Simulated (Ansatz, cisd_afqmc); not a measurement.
System: Tl, charge -1, triplet.

Total energies in def2-SVPD, 4 correlated electrons, 9 frozen orbitals. Radicals and triplets start from unrestricted determinants; spin-orbit coupling is neglected. Cores are frozen in correlated methods (noble-gas shells, and filled d and f shells in the p block). Past Kr the def2 sets carry scalar-relativistic core potentials. AFQMC/CISD: phaseless, guided by CISD from CCSD amplitudes; bars are statistical, one sigma. Outlying blocks are dropped, and bars are widened where a walk drifts. Over all cases where full CI ran beside it in this data, AFQMC minus full CI had a median of +0.1 mEh and passed +0.4 mEh in a tenth of the cases. Spin-orbit terms, left out, reach several kcal/mol for Br and I, and more for heavier atoms.

```
method         program         energy (Eh)  minus CCSDTQ (mEh)
----------  ----------  ------------------  ------------------
HF              Ansatz          -171.50299               41.25
MP2             Ansatz          -171.53200               12.23
CCSD            Ansatz          -171.54327                0.97
CCSD(T)         Ansatz          -171.54394                0.30
CCSDT(Q)        Ansatz          -171.54423                0.01
CCSDTQ          Ansatz          -171.54424                0.00
AFQMC/CISD  cisd_afqmc  -171.5442 ± 0.0001           0.1 ± 0.1
```

Ansatz is a quantum-chemistry and plane-wave program.
